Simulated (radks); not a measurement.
Results of a calculation; reference values are marked as such.
Problem. The bismuth ion Bi4+, [Xe] 4f14 5d10 6s1. Level of theory: non-relativistic Kohn-Sham, LDA (Slater exchange, Perdew-Wang correlation), spin-polarised, spherical densities, point nucleus (a radial shooting solver on a logarithmic mesh with Libxc functionals). Every spin shell is full or empty, so the densities are truly spherical. Functionals are evaluated on that one density, not self-consistently. Rank these orbital-free kinetic functionals by their error against the exact value of the orbitals, and give that value: Thomas-Fermi, von Weizsacker, TF + vW, TF + vW/9, TF + vW/5, revAPBEK, Perdew 92, Thakkar, Pearson, LKT, PG1, DePristo-Kress, Ernzerhof.

Solution. Exact: 20080.9 hartree. From best to worst, with 100 (|E| - |E exact|)/|E exact| (equal figures are ties): revAPBEK +0.18, DePristo-Kress -0.19, Ernzerhof -0.47, Perdew 92 -0.66, TF + vW/9 -0.67, Thakkar -0.79, Pearson -0.82, TF + vW/5 +2.43, Thomas-Fermi -4.56, PG1 +12.23, LKT +15.69, TF + vW +30.39, von Weizsacker -65.05.
